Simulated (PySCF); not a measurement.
**Krypton: a sound run and one with changed settings**

Sound run: Kr [Kr], Kr⁺ [Ar] 3d10 4s2 4p5. All numbers are calculated (PySCF 2.14, the spin-free X2C one-electron Hamiltonian (Gaussian nucleus), in cc-pVDZ-DK). In the sound run the correlated levels freeze [Ar] 3d10. The sound run starts from symmetry-adapted Hartree-Fock orbitals and uses a fine grid where one is needed.

Changed run: initial guess 1e, at most 50 SCF cycles.

```json
{"species": "Kr", "method": "UHF", "sound run (hartree)": "-2788.05276", "changed run (hartree)": "-2788.05276", "converged": "yes"}
{"species": "Kr", "method": "PBE0", "sound run (hartree)": "-2789.60585", "changed run (hartree)": "-2789.60585", "converged": "yes"}
{"species": "Kr", "method": "CCSD(T)", "sound run (hartree)": "-2788.18102", "changed run (hartree)": "-2788.18102", "converged": "yes"}
{"species": "Kr⁺", "method": "BP86", "sound run (hartree)": "-2789.73000", "changed run (hartree)": "-2789.73000", "converged": "yes"}
{"species": "Kr⁺", "method": "MP2", "sound run (hartree)": "-2787.66295", "changed run (hartree)": "-2787.66295", "converged": "yes"}
```

Here the plain start reaches the same solutions.
